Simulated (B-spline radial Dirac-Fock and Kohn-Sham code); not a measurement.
# Total conversion coefficients of Al against transition energy

Model: a Dirac-Hartree-Slater potential of the neutral atom with a Latter tail (no hole, which puts coefficients of high multipoles low close above an edge), finite nucleus with surface currents. Program: a radial atomic solver. Subshells within 1 keV of threshold and pair formation are left out.

| energy (keV) | E1 | E2 | E5 | M2 | M3 | M4 |
| --- | --- | --- | --- | --- | --- | --- |
| 10.9 | 7.98 | 666 | 3.13e+08 | 99.8 | 7790 | 617000 |
| 12.7 | 5.02 | 373 | 1.13e+08 | 55.5 | 3800 | 264000 |
| 14 | 3.73 | 257 | 5.88e+07 | 38.3 | 2400 | 153000 |
| 16.1 | 2.43 | 150 | 2.33e+07 | 22.5 | 1250 | 70400 |
| 17.5 | 1.88 | 109 | 1.34e+07 | 16.4 | 847 | 44300 |
| 18.7 | 1.53 | 83.9 | 8.64e+06 | 12.8 | 622 | 30600 |
| 20 | 1.24 | 64.5 | 5.54e+06 | 9.96 | 455 | 21100 |
| 29.2 | 0.379 | 14.4 | 450000 | 2.45 | 79.5 | 2610 |
| 42.3 | 0.117 | 3.25 | 38000 | 0.640 | 14.8 | 345 |
| 50 | 0.0685 | 1.65 | 12400 | 0.353 | 6.99 | 140 |
| 63 | 0.0326 | 0.644 | 2640 | 0.156 | 2.51 | 40.7 |
| 84.7 | 0.0126 | 0.192 | 365 | 0.0561 | 0.691 | 8.57 |
| 100 | 0.00735 | 0.0977 | 121 | 0.0319 | 0.339 | 3.63 |
| 172 | 0.00130 | 0.0109 | 3.46 | 0.00535 | 0.0357 | 0.240 |
| 200 | 0.000807 | 0.00598 | 1.32 | 0.00331 | 0.0196 | 0.116 |
| 254 | 0.000386 | 0.00235 | 0.296 | 0.00158 | 0.00772 | 0.0377 |
| 279 | 0.000291 | 0.00164 | 0.166 | 0.00119 | 0.00540 | 0.0246 |
| 438 | 7.97e-05 | 0.000316 | 0.0121 | 0.000319 | 0.00105 | 0.00346 |
| 500 | 5.60e-05 | 0.000201 | 0.00590 | 0.000221 | 0.000670 | 0.00201 |
| 971 | 1.23e-05 | 2.85e-05 | 0.000261 | 4.08e-05 | 8.51e-05 | 0.000175 |
| 1000 | 1.16e-05 | 2.65e-05 | 0.000232 | 3.81e-05 | 7.83e-05 | 0.000159 |
| 1010 | 1.14e-05 | 2.58e-05 | 0.000223 | 3.72e-05 | 7.62e-05 | 0.000154 |
| 1210 | 8.16e-06 | 1.68e-05 | 0.000112 | 2.46e-05 | 4.65e-05 | 8.65e-05 |
| 1380 | 6.52e-06 | 1.26e-05 | 7.09e-05 | 1.85e-05 | 3.30e-05 | 5.82e-05 |
| 1570 | 5.28e-06 | 9.60e-06 | 4.64e-05 | 1.40e-05 | 2.39e-05 | 4.00e-05 |
| 1840 | 4.15e-06 | 7.05e-06 | 2.87e-05 | 1.02e-05 | 1.63e-05 | 2.59e-05 |
| 2000 | 3.67e-06 | 6.04e-06 | 2.26e-05 | 8.63e-06 | 1.35e-05 | 2.08e-05 |
| 2070 | 3.50e-06 | 5.68e-06 | 2.05e-05 | 8.07e-06 | 1.25e-05 | 1.90e-05 |
| 2170 | 3.27e-06 | 5.22e-06 | 1.80e-05 | 7.37e-06 | 1.12e-05 | 1.69e-05 |

Q: How fast do they fall between 2000 and 2170 keV?

A: As powers of the energy: E1 E^-1.42, E2 E^-1.79, E5 E^-2.75, M2 E^-1.92, M3 E^-2.24, M4 E^-2.55. Within one type (E or M) the higher multipoles fall faster.

Values without a named source are computed, but for edge energies of neutral atoms, which are taken from tables.
